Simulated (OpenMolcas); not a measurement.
# Au3+ in K2NaGaF6: curves along the breathing mode

Au3+ with its 6 nearest fluoride ions, on the Ga site of K2NaGaF6 (a = 8.246 Å, distance in the model lattice 1.938 Å). The rest of the host is ab initio model potentials to 7.6 Å, with orthogonalisation functions on the cations behind the ligands, and point charges beyond; the distance is set by hand and nothing relaxes. Ligand basis ANO-RCC-VDZP.

| Item | Value |
| --- | --- |
| Program | OpenMolcas 26.06 |
| Method | CASSCF |
| Basis | ANO-RCC-VDZP [7s6p4d2f] |
| Scalar Hamiltonian | DKH2, point nucleus |
| Active space | 8 electrons in 5 orbitals (5d) |
| State averaging | 2S+1 = 3 even, 10 roots; 2S+1 = 1 even, 15 roots |
| Spin-orbit coupling | state interaction with AMFI integrals over the reference wave functions |

Spin-free energies (labels of O, the rotations of Oh) in cm-1 above the lowest fitted minimum, as all ligands move together:

```json
{"R (Å)": "1.945", "3A2": "4890", "1E": "16990", "1A1": "27690", "3T2": "34880", "3T1": "43240", "1T2": "45500", "1T1": "49550"}
{"R (Å)": "1.991", "3A2": "770", "1E": "12790", "1A1": "23300", "3T2": "27950", "3T1": "36180", "1T2": "38580", "1T1": "42610"}
{"R (Å)": "2.036", "3A2": "110", "1E": "12050", "1A1": "22380", "3T2": "24900", "3T1": "32990", "1T2": "35520", "1T1": "39540"}
{"R (Å)": "2.082", "3A2": "2440", "1E": "14280", "1A1": "24420", "3T2": "25080", "3T1": "33010", "1T2": "35670", "1T1": "39690"}
{"R (Å)": "2.128", "3A2": "7450", "1E": "19170", "1A1": "29130", "3T2": "28210", "3T1": "35970", "1T2": "38750", "1T1": "42760"}
{"R (Å)": "2.174", "3A2": "14900", "1E": "26500", "1A1": "36280", "3T2": "34030", "3T1": "41610", "1T2": "44490", "1T1": "48510"}
{"R (Å)": "2.22", "3A2": "24670", "1E": "36120", "1A1": "45750", "3T2": "42360", "3T1": "49760", "1T2": "52740", "1T1": "56760"}
```

Cubic fits give the following; the wavenumber is harmonic, with the mass of all moving ligands, small differences in it between states hang on the degree of the fit, a number in brackets counts states of one label, and the table is a selection of at most 14 states with clean curves.

```json
{"State": "3A2", "R0 (Å)": "2.024", "Breathing mode (cm-1)": "662", "Minimum (cm-1)": "0"}
{"State": "1E", "R0 (Å)": "2.025", "Breathing mode (cm-1)": "660", "Minimum (cm-1)": "11960"}
{"State": "1A1", "R0 (Å)": "2.028", "Breathing mode (cm-1)": "658", "Minimum (cm-1)": "22330"}
{"State": "3T2", "R0 (Å)": "2.057", "Breathing mode (cm-1)": "671", "Minimum (cm-1)": "24560"}
{"State": "3T1", "R0 (Å)": "2.059", "Breathing mode (cm-1)": "668", "Minimum (cm-1)": "32570"}
{"State": "1T2", "R0 (Å)": "2.057", "Breathing mode (cm-1)": "668", "Minimum (cm-1)": "35160"}
{"State": "1T1", "R0 (Å)": "2.057", "Breathing mode (cm-1)": "669", "Minimum (cm-1)": "39180"}
{"State": "3T1(2)", "R0 (Å)": "2.082", "Breathing mode (cm-1)": "682", "Minimum (cm-1)": "50960"}
{"State": "1T2(2)", "R0 (Å)": "2.083", "Breathing mode (cm-1)": "679", "Minimum (cm-1)": "60610"}
{"State": "1E(2)", "R0 (Å)": "2.084", "Breathing mode (cm-1)": "680", "Minimum (cm-1)": "60970"}
{"State": "1A1(2)", "R0 (Å)": "2.082", "Breathing mode (cm-1)": "677", "Minimum (cm-1)": "77900"}
```

The minimum of 3T2 is shifted by +0.0328 Å against 3A2 (from the unrounded fits). With M = 114.0 u for the moving shell, the Huang-Rhys factor in this mode is S = M ω ΔR² / 2ħ = 0.01483 × 114.0 × 662 × 0.0328² = 1.20. Only the first shell moves, against a rigid host.

Without dynamic correlation the repulsion within the d shell is too large (B by tens of per cent), so at a given field states of lower spin stand too high. Real 4d8 and 5d8 ions are as a rule square planar and diamagnetic. With metal d orbitals alone the field can be off either way by tens of per cent. Ligand-to-metal charge-transfer states are missing. With no ligand orbital active B as a rule stays too high, so bands that hang on it stand too high and its fall with covalency is understated. The least metal-like active orbital is 74 % on the metal (Löwdin) and no ligand orbital is active, so the numbers are rough (holds for R = 1.945; R = 1.991; R = 2.036; R = 2.128; R = 2.174; R = 2.22). The least metal-like active orbital is 75 % on the metal (Löwdin) and no ligand orbital is active, so the numbers are rough (holds for R = 2.082). No measured value stands beside these numbers.
